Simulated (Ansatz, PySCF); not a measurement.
Pulling on the O3–H4 bond in GaH3O2 (SMILES [OH][GaH][OH]) (multiplicity 1 held, fragments rigid). Energies count from the point at 0.963 Å.
Geometry at that point (charge 0, multiplicity 1):
```xyz
6

Ga    -0.24404    -0.17751    -0.15123
H     -1.35423    -1.01629    -0.82710
O      0.02041     1.53780    -0.57659
H      0.74228     1.94033    -0.08185
O      0.90232    -0.75597     1.10558
H      0.79534    -1.67581     1.36508
```

R- and RO- levels are restricted; in cc, def2 and unpolarised 6-31G sets they are followed outwards from rest. Unrestricted levels (U-) break spin symmetry where that is lower. Active spaces are followed from a long bond inwards. Levels need not reach the same state.

Cores are frozen in the correlated methods. Filled d and f shells under p-block atoms count as core. Rows in LANL2DZ carry no dispersion term and start afresh at each structure. LANL2DZ brings its own core potentials from Na on.

Run with Ansatz (a quantum-chemistry and plane-wave program) with Gaussian orbitals; PySCF for LANL2DZ rows. 

| level | energy at R = 3.082 Å (kcal/mol) |
|---|---|
| U-HF/LANL2DZ | 83.99 |
| R-PBE/cc-pVTZ | 149.32 |
| U-PBE/cc-pVTZ | 120.37 |
| U-B3LYP/cc-pVTZ | 120.47 |
| U-wB97X-V/cc-pVTZ | 121.82 |
| R-MP2/cc-pVTZ | 144.81 |
| U-SCS-MP2/cc-pVTZ | 126.68 |
| CASSCF(4,3)/cc-pVTZ | ? |
| FIC-MRCISD+Q on CASSCF(4,3)/cc-pVTZ | 121.92 |

Problem. Some entries are withheld; supply them.

Solution. 
- CASSCF(4,3)/cc-pVTZ, energy at R = 3.082 Å (kcal/mol): 103.95

Doubts at one or more of the structures used: a spin-contaminated determinant (U-HF/LANL2DZ, U-PBE/cc-pVTZ, U-B3LYP/cc-pVTZ, U-wB97X-V/cc-pVTZ, U-SCS-MP2/cc-pVTZ); a restricted determinant that unrestricted orbitals would lower (R-PBE/cc-pVTZ, R-MP2/cc-pVTZ); active orbitals that take no part (CASSCF(4,3)/cc-pVTZ, FIC-MRCISD+Q on CASSCF(4,3)/cc-pVTZ).
